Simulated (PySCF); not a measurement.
Computed properties of C₂H₆F₂Sn, SMILES [CH3][Sn]([CH3])([F])[F]

Sn(F)2(Me)2 (C2H6F2Sn), SMILES [F][Sn]([F])([CH3])[CH3]. Geometry optimised at B3LYP-D3(BJ)/def2-SVP. The def2 effective core potentials stand for the cores of Sn; spin–orbit coupling is left out. The values are those of a single conformer. All values are computed for the isolated molecule unless a solvent is named; none is compared with measurement here.

**Structure.** The optimised structure has Cs symmetry. All 27 harmonic modes at B3LYP-D3(BJ)/def2-SVP (PySCF) are real, so it is a minimum. With heavy atoms numbered as in [CH3:1][Sn:2]([CH3:3])([F:4])[F:5], the shortest bond between them is Sn2–F5 at 1.950 Å and the longest Sn2–C3 at 2.146 Å.

**Vibrations.** The strongest infrared lines (harmonic, unscaled, degenerate partners summed) lie at 625 cm⁻¹ (59 km/mol, F 84 %, Sn 15 %), 620 cm⁻¹ (57 km/mol, F 87 %, Sn 12 %), 787 cm⁻¹ (55 km/mol, H 81 %, C 17 %). The softest mode is at 47 cm⁻¹ and the zero-point energy is 47.4 kcal/mol.

**Electronic structure.** ωB97X/def2-TZVP (PySCF) places the frontier levels at -10.99 and 1.36 eV, a gap of 12.35 eV, and gives a dipole moment of 4.50 D and a mean polarisability of 60.0 bohr³.

**Excitations.** TDA-CAM-B3LYP/def2-SVPD (PySCF) has S1 at 7.35 eV (169 nm, f = 0.000, dark); the most intense of the 10 singlets computed lies at 7.40 eV (f = 0.47). T1 (TDA) is at 5.87 eV, 1.48 eV under S1. No vertical singlet excitation falls in the visible range (under 3.1 eV).
